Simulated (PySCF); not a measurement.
# Effect of structural changes

The calculation used PySCF 2.14.0, TDDFT PBE0/def2-SVPD circular dichroism and optical rotation, one conformer, gas phase. Geometry: GFN2-xTB.

Each molecule in one low-energy conformer. The parent is C=C[C@@H]1C(=C)[CH2][Ge@@H]1[F].

The molecule is flexible and this is one conformer; a measurement averages over conformers. The calculation is non-relativistic, which matters for the atoms heavier than Zn.

Question: How does the specific rotation at 589.3 nm (origin-invariant length gauge) change along this series?
- C=C[C@@H]1C(=C)[CH2][Ge@@H]1[F] (base)
- C=C[C@H]1C(=C)[CH2][Ge@@H]1[F] (diastereomer)

Answer: 
| molecule | [α]589 (deg dm⁻¹ (g/mL)⁻¹) | S1 (eV) | R(S1), velocity form (10⁻⁴⁰ esu² cm²) |
| --- | --- | --- | --- |
| C=C[C@@H]1C(=C)[CH2][Ge@@H]1[F] | +355.2 | 5.29 | +15.3 |
| C=C[C@H]1C(=C)[CH2][Ge@@H]1[F] | -238.1 | 5.30 | -0.5 |

The specific rotation at 589.3 nm (origin-invariant length gauge) is lowest for C=C[C@H]1C(=C)[CH2][Ge@@H]1[F] and highest for C=C[C@@H]1C(=C)[CH2][Ge@@H]1[F].
